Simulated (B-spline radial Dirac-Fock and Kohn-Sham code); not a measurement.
These are calculated numbers from a radial finite-basis atomic code; the model is configuration-average Dirac-Fock orbitals.

Q: This computed X-ray form factor belongs to an atom or ion in its tabulated ground configuration. Which?

| sin θ/λ (Å⁻¹) | f₀ |
| --- | --- |
| 0.1 | 16.972 |
| 0.2 | 16.887 |
| 0.25 | 16.824 |
| 0.4 | 16.556 |
| 0.45 | 16.442 |
| 0.5 | 16.315 |
| 1 | 14.517 |
| 1.1 | 14.075 |
| 3.5 | 6.186 |

A: Tm⁵²⁺, with 17 electrons in [Ne] 3s2 3p5. f₀ tends to the number of electrons as s goes to zero, which the first rows give only roughly, and the rate of fall reflects the nuclear charge, 69.

Q: This computed X-ray form factor belongs to an atom or ion in its tabulated ground configuration. Which?

```tsv
sin θ/λ (Å⁻¹)	f₀
0.03	39.984
0.09	39.852
0.12	39.738
0.19	39.348
0.24	38.969
0.37	37.624
0.59	34.422
0.93	28.451
3.69	7.635
```

A: Tl⁴¹⁺, with 40 electrons in [Kr] 4d4. f₀ tends to the number of electrons as s goes to zero, which the first rows give only roughly, and the rate of fall reflects the nuclear charge, 81.
